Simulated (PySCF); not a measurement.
ammonia borane cation (BH6N), SMILES [NH3+][BH3-] (connectivity only; charge and spin as stated), charge +1, multiplicity 2. Atoms are numbered in the order given.

```xyz
8

B      0.1381    -0.8299     0.0000
N     -0.0256     0.7163     0.0000
H      1.2189    -1.2862     0.0000
H     -0.8059    -1.4425    -0.5898
H     -0.8059    -1.4425     0.5898
H      0.4370     1.1282     0.8177
H     -0.9925     1.0498     0.0000
H      0.4370     1.1282    -0.8177
```
Charge +1, spin multiplicity 2.

Geometry: B3LYP-D3(BJ)/def2-TZVP. The spin state was assumed, not searched.

Method: PBE/pcH-1 run with PySCF.

Unrestricted Kohn–Sham, ⟨S²⟩ = 0.752. Hyperfine tensors hold the contact and dipolar terms, without spin-orbit corrections.

Computed hyperfine couplings:
```csv
nucleus,A(iso) (MHz),A(iso) (G),dipolar principal values (MHz)
11B no. 1,14.3,5.1,"-38.2, -33.8, 72.0"
14N no. 2,-5.7,-2.0,"-0.7, -0.5, 1.2"
1H no. 3,-45.5,-16.2,"-17.4, -1.8, 19.2"
1H no. 4,456.4,162.9,"-19.7, -15.1, 34.7"
1H no. 5,456.4,162.9,"-19.7, -15.1, 34.7"
1H no. 6,40.5,14.5,"-4.7, -3.1, 7.8"
1H no. 7,-0.2,-0.1,"-4.2, -3.3, 7.5"
1H no. 8,40.5,14.5,"-4.7, -3.1, 7.8"
```

Task: And the g tensor (effective nuclear charges for spin-orbit coupling, GIAO)? (The exact figures need the calculation; the answer reports its results.)

Result: principal values 2.0022, 2.0026, 2.0027; isotropic 2.0025.
